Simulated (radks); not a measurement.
Results of a calculation; reference values are marked as such.
Problem. The cadmium ion Cd8+ is in [Kr] 4d4. Level of theory: scalar-relativistic Kohn-Sham, PBEsol, spin-polarised, spherical densities, finite nucleus; Fermi nuclear charge, rms radius of each element as measured or else 0.836 A^(1/3) + 0.57 fm (a radial shooting solver on a logarithmic mesh with Libxc functionals). Open shells are filled with parallel spins first. One electron is removed from 4p, 4d, 4s, 3d in turn, with full relaxation. Which removal costs least, and what does each cost?

Solution. 4d 152.12 eV; 4p 209.73 eV; 4s 251.39 eV; 3d 564.41 eV. The 4d electron leaves first.
